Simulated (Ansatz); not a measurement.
```yaml
crystal:
  periodic: [false, false, false]
  atoms:
    - {symbol: O, position_ang: [0.765683, 1.055063, 1.955669]}
    - {symbol: B, position_ang: [0.981127, 0.418993, 0.738330]}
    - {symbol: O, position_ang: [2.327134, 0.293395, 0.416917]}
    - {symbol: O, position_ang: [0.229224, 1.196622, -0.408888]}
    - {symbol: C, position_ang: [-0.735016, 0.735814, -1.087763]}
    - {symbol: C, position_ang: [-1.256670, -0.538083, -0.934011]}
    - {symbol: C, position_ang: [-0.666088, -1.354571, 0.016325]}
    - {symbol: O, position_ang: [0.301843, -1.003866, 0.753273]}
    - {symbol: H, position_ang: [-0.158331, 1.148917, 2.184640]}
    - {symbol: H, position_ang: [2.484460, -0.145793, -0.418160]}
    - {symbol: H, position_ang: [-1.149191, 1.418681, -1.833050]}
    - {symbol: H, position_ang: [-2.079833, -0.884880, -1.539202]}
    - {symbol: H, position_ang: [-1.024143, -2.374993, 0.170723]}
basis:
  gaussian: {orbitals: def2-TZVPPP}
total_charge: 1
magnetization: {spin_polarized: true, initial_magnetization: 1}
hamiltonian: {xc: {name: HF}}
correlation: {method: mp2, electrons: outside_noble_gas}
```

```sh
$ ansatz run in.yaml --threads 4 --pin off --events-out ev --progress --plain --max-ram 11315MiB
```

Problem. How does Ansatz answer? (An estimate is asked.)

Solution. Computed: The program refused the input.
```
Error: <dir> can't be read: No such file or directory (os error 2)
```
